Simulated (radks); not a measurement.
Q: Valence configurations of the lead ion Pb2+. All-electron calculation, Dirac Kohn-Sham, PBEsol, spin-unpolarised, spherical densities, finite nucleus; open shells fill j = l - 1/2 first; Fermi nuclear charge, rms radius 5.5012 fm. Program: a radial shooting solver on a logarithmic mesh with Libxc functionals. Order these by energy: [Xe] 4f12 5d10 6s1 6p3; [Xe] 4f13 5d10 6s2 6p1; [Xe] 4f11 5d10 6s1 6p4; [Xe] 4f14 5d10 6s1 6p1; [Xe] 4f12 5d9 6s2 6p3; [Hg]; [Xe] 4f12 5d9 6s1 6p4; [Xe] 4f14 5d10 6s1.5 6p0.5; [Xe] 4f14 5d9 6s2 6p1; [Xe] 4f14 5d9.5 6s2 6p0.5.

A: From the lowest, in eV above it: [Hg] 0.000; [Xe] 4f14 5d10 6s1.5 6p0.5 4.327; [Xe] 4f14 5d10 6s1 6p1 8.682; [Xe] 4f14 5d9.5 6s2 6p0.5 9.284; [Xe] 4f14 5d9 6s2 6p1 19.188; [Xe] 4f13 5d10 6s2 6p1 136.88; [Xe] 4f12 5d10 6s1 6p3 304.39; [Xe] 4f12 5d9 6s2 6p3 322.51; [Xe] 4f12 5d9 6s1 6p4 336.32; [Xe] 4f11 5d10 6s1 6p4 481.70. NIST lists [Hg] as the ground configuration; this level of theory agrees among the configurations tried. The energies are those of spherical spin-averaged densities, not of single terms.
